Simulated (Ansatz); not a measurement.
Mg4N2⁺. Charge 1, multiplicity 2. Geometry PBE-D4/def2-SVP.

```xyz
6

Mg    0.3341    1.9423    3.7280
Mg    0.7782    0.9958    0.8344
Mg   -1.9855   -2.0523   -1.0288
Mg    1.6509    0.4782   -1.8839
N    -0.5502   -0.5524   -0.2465
N    -0.2275   -0.8116   -1.4031
```

LC-ωPBE has ω = 0.4 bohr⁻¹. B3LYP takes the VWN-RPA correlation. At HF/STO-3G, LC-ωPBE/def2-TZVP the charge 1 doublet is spin-contaminated (final ⟨S²⟩ up to 1.88, 0.75 for a pure state). The structure comes from a short search, and lower isomers may exist.

(1) Estimate the α-spin orbital energies around the gap (eV) in Ansatz with HF/STO-3G, PBE-D4/def2-TZVP, B3LYP-D4/6-31G, LC-ωPBE/def2-TZVP, ωB97M-V/def2-TZVP.

Results:

(1) 
| orbital | HF/STO-3G | PBE-D4/def2-TZVP | B3LYP-D4/6-31G | LC-ωPBE/def2-TZVP | ωB97M-V/def2-TZVP |
| --- | --- | --- | --- | --- | --- |
| HOMO−13 | -57.35 | -50.56 | -54.29 | -56.47 | -57.30 |
| HOMO−12 | -57.35 | -50.55 | -54.25 | -56.46 | -57.28 |
| HOMO−11 | -56.45 | -50.54 | -54.13 | -56.33 | -57.01 |
| HOMO−10 | -56.43 | -50.52 | -54.13 | -56.31 | -57.01 |
| HOMO−9 | -56.43 | -50.46 | -54.06 | -56.24 | -56.95 |
| HOMO−8 | -37.57 | -29.18 | -32.17 | -34.84 | -34.35 |
| HOMO−7 | -22.70 | -17.44 | -18.77 | -22.52 | -21.88 |
| HOMO−6 | -19.03 | -14.68 | -16.05 | -19.57 | -18.59 |
| HOMO−5 | -15.27 | -13.73 | -14.59 | -17.76 | -17.09 |
| HOMO−4 | -15.20 | -13.26 | -14.31 | -17.75 | -16.99 |
| HOMO−3 | -9.16 | -9.42 | -10.14 | -12.69 | -12.22 |
| HOMO−2 | -7.88 | -8.28 | -8.85 | -11.37 | -10.61 |
| HOMO−1 | -5.93 | -7.86 | -8.44 | -10.96 | -10.22 |
| HOMO | -4.51 | -7.70 | -8.33 | -10.55 | -9.98 |
| LUMO | 3.91 | -6.44 | -6.10 | -4.11 | -4.58 |
| LUMO+1 | 5.90 | -6.41 | -5.28 | -3.22 | -3.46 |
| LUMO+2 | 8.47 | -5.45 | -4.88 | -2.94 | -3.19 |
| LUMO+3 | 8.49 | -5.35 | -4.87 | -2.61 | -2.85 |
| LUMO+4 | 9.23 | -5.00 | -4.48 | -2.49 | -2.65 |
| LUMO+5 | 10.43 | -4.71 | -4.06 | -2.15 | -2.27 |
| β HOMO | -4.26 | -7.63 | -8.16 | -9.78 | -9.85 |
| β LUMO | 3.98 | -6.51 | -6.08 | -4.41 | -4.51 |
